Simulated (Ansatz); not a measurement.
`[SiH3][GeH2][SiH2]Cl` → `[GeH2]` + `[SiH3][SiH2]Cl` at 298.15 K and 1 bar (germylene formation by 1,1-elimination).

Program: Ansatz. Geometries: PBE0-D4/def2-TZVP. ΔE: electronic, gas phase. CCSD(T)/CBS adds triple-zeta CCSD(T) − MP2 to the extrapolated MP2 energy (def2 sets, frozen cores). For Ge outer-core shells are correlated without core-valence functions, which leaves a few kJ/mol of doubt a bond. Scalar relativity is left out up to krypton. One conformer a species, not always the lowest.

| species | CCSD(T)/CBS energy (Eh) | H − E (kJ/mol) | S (J/(mol·K)) |
| --- | --- | --- | --- |
| `[SiH3][GeH2][SiH2]Cl` | -3118.30397 | 181.4 | 401.8 |
| `[GeH2]` | -2077.24753 | 38.7 | 220.4 |
| `[SiH3][SiH2]Cl` | -1040.97629 | 131.4 | 323.3 |

H − E and S are ideal-gas, rigid-rotor, harmonic terms from PBE0-D4/def2-TZVP, for one conformer and one mirror image of each species. 1 Eh = 2625.50 kJ/mol, R = 8.31446 J/(mol·K).

By hand: ΔE, ΔH, ΔS and ΔG.

ΔE = (-2077.24753) + (-1040.97629) − (-3118.30397) = 0.08015 Eh = 210.4 kJ/mol. Δ(H − E) = 38.7 + 131.4 − 181.4 = -11.3, so ΔH = 199.1 kJ/mol. ΔS = 220.4 + 323.3 − 401.8 = 141.9 J/(mol·K). ΔG = 199.1 − 298.15 × (141.9)/1000 = 156.8 kJ/mol.

By hand: the equilibrium constant, and the temperature at which ΔG would vanish if ΔH and ΔS stayed fixed.

log₁₀ K = −ΔG/(RT ln 10) = -27.5. ΔG = 0 at ΔH/ΔS = 1403 K.

The number of gas molecules changes by +1, which sets the sign of ΔS. A doubt of 5 kJ/mol in ΔE shifts log₁₀ K by 0.9 here. Other conformers and mirror images would add mixing entropy, several J/(mol·K) or more a flexible species. Modes under 60 cm⁻¹, often nearly free rotors, make the harmonic entropy too high. These are equilibria of isolated gas molecules and say nothing of rates. Largest T1 diagnostic: 0.012 (customary marks: 0.02 for closed shells, 0.045 for open ones).
